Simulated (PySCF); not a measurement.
Work out the structure from these simulated measurements.

Elements present: C, F, H and Si. Monoisotopic mass: 150.0301 u.

| Property | Result |
| --- | --- |
| 13C NMR | chemical shifts (computed TMS as zero) by class: 165.1 (1 C), 152.8 (1 C), 140.2 (1 C), 138.7 (1 C), 132.3 (1 C), 131.3 (1 C), 129.6 (1 C), 119.9 (1 C) ppm [GIAO PBE/pcSseg-1] |
| UV, first state | lowest singlet excitation: 4.19 eV (296 nm, f = 0.109) [TDDFT B3LYP/def2-SVPD] |
| 1H NMR | chemical shifts (computed TMS as zero) by class: 7.77 (1 H), 7.36 (1 H), 7.20 (1 H), 6.95 (1 H), 6.31 (1 H), 5.01 (2 H) ppm [GIAO PBE/pcSseg-1] |
| UV, strongest line | among the 10 lowest singlet transitions: S3 at 5.57 eV (223 nm, f = 0.278) [TDDFT B3LYP/def2-SVPD] |
| Dipole | 0.97 D [B3LYP/def2-SVPD] |
| NMR, other nuclei | isotropic shieldings of nuclei other than C and H, by class: 273 (1 F), 375 (1 Si) ppm [GIAO PBE/pcSseg-1] |
| Triplet | lowest triplet excitation (Tamm–Dancoff): 2.96 eV [TDA B3LYP/def2-SVPD] |
| Valence photoelectron | vertical ionisation energy: 8.40 eV [ΔSCF B3LYP/def2-SVPD] |
| Rotational structure | rotational constants A, B, C: 1.966, 1.061, 0.695 GHz [PBE0-D3(BJ)/def2-SVP] |
| Polarisability | 119.0 au [B3LYP/def2-SVPD] |

Gas-phase values; electronic properties from PySCF, density fitting. Levels stand in brackets. Geometry: PBE0-D3(BJ)/def2-SVP; no solvent, vibrations or thermal averaging. NMR values are class means; diastereotopic atoms form classes of their own.

Question: Which formula fits the mass and the elements?

Answer: C8H7FSi (calculated 150.0301). No other formula that holds each of these elements comes within 0.0003 u with a fitting electron parity and a possible valence count.

Question: Propose a structure and show how it fits.

Answer: Numbering: `[F:1][c:2]1[cH:3][cH:4][cH:5][c:6]2[c:7]1[CH:8]=[CH:9][SiH2:10]2`. Its formula, C8H7FSi, gives 6 degrees of unsaturation: 2 rings and 4 π bonds in the structure found (Kekulé form). 8 carbons fall into 8 classes; from least to most shielded: aromatic C–F carbon [C2] (165.1 ppm), alkene CH carbon [C8] (152.8 ppm), substituted aromatic carbon [C7] (140.2 ppm), substituted aromatic carbon [C6] (138.7 ppm), aromatic CH carbon [C4] (132.3 ppm), aromatic CH carbon [C5] (131.3 ppm), alkene CH carbon [C9] (129.6 ppm), aromatic CH carbon [C3] (119.9 ppm). Hydrogen classes from least to most shielded: 1 H on an alkene CH carbon, C8 (7.77 ppm), 1 H on an aromatic CH carbon, C5 (7.36 ppm), 1 H on an aromatic CH carbon, C4 (7.20 ppm), 1 H on an aromatic CH carbon, C3 (6.95 ppm), 1 H on an alkene CH carbon, C9 (6.31 ppm), 2 H on an SiH2 silicon, Si10 (5.01 ppm). The other shieldings belong to: 273 ppm, aryl fluorine [F1]; 375 ppm, SiH2 silicon [Si10]. S1 is mainly HOMO→LUMO (weight 0.89); the largest Löwdin shares of the orbital it empties are 0.21 on an alkene CH carbon, 0.15 on a substituted aromatic carbon, 0.14 on an aromatic CH carbon and 0.13 on an alkene CH carbon, of the orbital it fills 0.17 on an alkene CH carbon, 0.16 on an alkene CH carbon and 0.12 on each of 2 atoms of one kind (substituted aromatic carbon). The optimised geometry has point group Cs and is an asymmetric top. Structure: `Fc1cccc2c1C=C[SiH2]2`. Computed isomers that give other values at the same levels: `FC1=Cc2ccccc2[SiH2]1` (rotational constant A: 2.670 GHz; this holds for the one conformer computed). The assignments are read from this structure; whether some other isomer fits the data as well wasn't checked.
